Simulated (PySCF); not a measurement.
Consider dibenzothiophene, `c1ccc2c(c1)sc1ccccc12` (C12H8S). Coordinates in Å; atoms count from 1 in this order:
```
C     3.4898   -0.1421    0.0974
C     2.9462    1.1395   -0.0717
C     1.5707    1.3208   -0.1250
C     0.7179    0.2150   -0.0092
C     1.2827   -1.0686    0.1597
C     2.6655   -1.2552    0.2147
S     0.0706   -2.3233    0.2814
C    -1.2162   -1.1510    0.1118
C    -2.5847   -1.4286    0.1147
C    -3.4757   -0.3720   -0.0335
C    -3.0118    0.9430   -0.1824
C    -1.6502    1.2147   -0.1844
C    -0.7312    0.1672   -0.0365
H     4.5739   -0.2701    0.1380
H     3.6109    2.0012   -0.1623
H     1.1517    2.3210   -0.2572
H     3.0897   -2.2527    0.3464
H    -2.9467   -2.4522    0.2309
H    -4.5497   -0.5712   -0.0335
H    -3.7280    1.7593   -0.2983
H    -1.2936    2.2406   -0.3013
```

Level of theory: ωB97X-D3(BJ)/ma-def2-SVP single points in PySCF, grid level 2; every species was optimised with PBE0-D3(BJ)/def2-SVP. The prefix ma- adds one diffuse s and one diffuse p function on all atoms but H. Zero-point and thermal terms (298.15 K, 1 bar) come from unscaled GFN2-xTB harmonic frequencies, with soft modes damped to free rotors in the entropy. These were taken at the GFN2-xTB minima.

(1) What are the vertical and the adiabatic ionisation energy for forming the radical cation?

(2) Where does the unpaired spin of the relaxed radical cation sit?

(3) What oxidation potential follows in DMF (IEF-PCM), on the absolute scale?

(4) How far is −ε(HOMO) from the vertical value by ΔSCF?

## Answers

(1) 8.14 eV vertical and 8.01 eV adiabatic, the latter with zero-point energy.

(2) S7 (ring sulfur) 0.51, C2 (aromatic carbon) 0.18, C11 (aromatic carbon) 0.17, C6 (aromatic carbon) 0.17 (intrinsic atomic orbital populations).

(3) In the gas phase ΔG of oxidation is 7.986 eV, and solvation is -20.7 kJ/mol for the parent and -190.0 kJ/mol for the product, so the absolute potential is 6.23 V. The solvent is electrostatics only, on gas-phase structures; the absolute scale refers to an electron at rest in vacuum.

(4) −ε(HOMO) = 8.39 eV, which is 0.25 eV above the ΔSCF value.

Known limits: ma-def2-SVP is a small basis, whose errors can reach tens of kJ/mol.
